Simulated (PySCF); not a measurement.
A GIAO shielding run with PySCF 2.14.0 with density-fitted response routines (density fitting, non-relativistic, gas phase) on `C=C=C(C=O)B(F)F`, C$_{4}$H$_{3}$BF$_{2}$O:

```
$ OMP_NUM_THREADS=1 python probes_run.py task.json out

{"job": {"kind": "nmr", "xc": "PBE0", "basis": "6-311+G(2d,p)", "pop": true}, "charge": 0, "multiplicity": 1}
C      2.146801    -0.188333     0.508153
C      0.889073    -0.101907     0.195729
C     -0.396421    -0.008230    -0.114016
C     -1.173028    -1.245031    -0.436540
O     -0.719108    -2.357898    -0.456019
B     -1.074962     1.386198    -0.111019
F     -0.393833     2.491708     0.103123
F     -2.373435     1.503872    -0.321706
H      2.457631    -0.322348     1.549471
H      2.922431    -0.132243    -0.262522
H     -2.248370    -1.052768    -0.671317
```

Hardware: 1 thread of an Arm Neoverse V1, shared host. The job also computes population analyses, field gradients.

(1) How large is the calculation?

(2) How long does it take, and how much memory does it need?

(3) And these other runs on the same molecule and hardware: GIAO shielding at PBE0/6-31G*; GIAO shielding at PBE0/IGLO-III; GIAO shielding at PBE0/aug-cc-pVDZ; GIAO shielding at PBE0/cc-pVDZ; GIAO shielding at PBE0/cc-pVTZ; GIAO shielding at PBE0/def2-SVP?

## Answers

(1) 58 electrons, 234 basis functions and 727 auxiliary functions.

(2) 31 s of wall time, with 14 SCF cycles and 5 response iterations; peak memory 0.92 GiB. Times on a shared host scatter by some tens of per cent.

(3) PBE0/6-31G*: 118 functions, 11 s; PBE0/IGLO-III: 310 functions, 50 s; PBE0/aug-cc-pVDZ: 211 functions, 28 s; PBE0/cc-pVDZ: 127 functions, 13 s; PBE0/cc-pVTZ: 282 functions, 54 s; PBE0/def2-SVP: 127 functions, 12 s.
